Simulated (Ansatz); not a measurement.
Reaction (ligand exchange at the Si–C bond): `C[Si]Br` + NH₃ → `N[Si]Br` + CH₄

Isolated molecules relaxed with PBE0-D4/def2-TZVP in Ansatz; ΔE leaves out vibrations. CCSD(T)/CBS is the MP2 limit (def2-TZVPP, def2-QZVPP) plus CCSD(T) − MP2 in def2-TZVPP, frozen cores. This one scheme is used for every species. DFT in def2-TZVPP. B3LYP here is the variant with VWN-RPA as its local correlation; programs differ in this. HSE06 is defined as in plane-wave codes. For Br outer-core shells are correlated without core-valence functions, which leaves a few kJ/mol of doubt a bond. Scalar relativity is left out up to krypton. One conformer a species, not always the lowest.

```
             level  ΔE (kcal/mol)  difference from CCSD(T)/CBS
            PBE-D4          -29.9                          0.1
         revPBE-D4          -29.7                          0.3
           BLYP-D4          -31.5                         -1.5
         r2SCAN-D4          -31.5                         -1.5
            B97M-V          -30.9                         -0.9
           PBE0-D4          -29.9                          0.1
          B3LYP-D4          -31.5                         -1.5
        r2SCANh-D4          -31.4                         -1.4
        r2SCAN0-D4          -31.2                         -1.2
          HSE06-D4          -29.9                          0.1
          BHLYP-D4          -31.7                         -1.7
      CAM-B3LYP-D4          -32.0                         -2.0
           ωB97X-V          -30.8                         -0.8
           ωB97M-V          -30.9                         -0.9
            B2PLYP          -31.6                         -1.6
          PBE-QIDH          -30.5                         -0.5
               PBE          -30.0                          0.0
            revPBE          -29.6                          0.4
              BLYP          -31.6                         -1.6
            r2SCAN          -31.5                         -1.5
              PBE0          -30.0                          0.0
             B3LYP          -31.6                         -1.6
           r2SCANh          -31.4                         -1.4
           r2SCAN0          -31.2                         -1.2
             HSE06          -30.0                          0.0
             BHLYP          -31.9                         -1.9
         CAM-B3LYP          -32.1                         -2.1
           LC-ωPBE          -30.6                         -0.6
RPA@PBE/def2-TZVPP          -29.5                          0.5
       HF/def2-SVP          -31.8                         -1.8
      MP2/def2-SVP          -32.7                         -2.7
     CCSD/def2-SVP          -31.5                         -1.5
  CCSD(T)/def2-SVP          -31.7                         -1.7
     HF/def2-TZVPP          -31.7                         -1.7
    MP2/def2-TZVPP          -31.1                         -1.1
     HF/def2-QZVPP          -31.7                         -1.7
    MP2/def2-QZVPP          -31.1                         -1.1
SCS-MP2/def2-QZVPP          -31.1                         -1.1
      HF/CBS(def2)          -31.7                         -1.7
    CCSD/CBS(def2)          -29.9                          0.1
       CCSD(T)/CBS          -30.0                            0
```

Largest T1 diagnostic among the species: 0.011.

Leaving LDA and LC-ωPBE aside and taking each functional with its dispersion term where it has one, the values spread over 2.3 kcal/mol, from CAM-B3LYP-D4 to revPBE-D4. LDA lies −1.0 kcal/mol from PBE without D4. At CCSD(T), def2-SVP lies −1.7 kcal/mol from the extrapolated value and def2-TZVPP −0.1 kcal/mol.
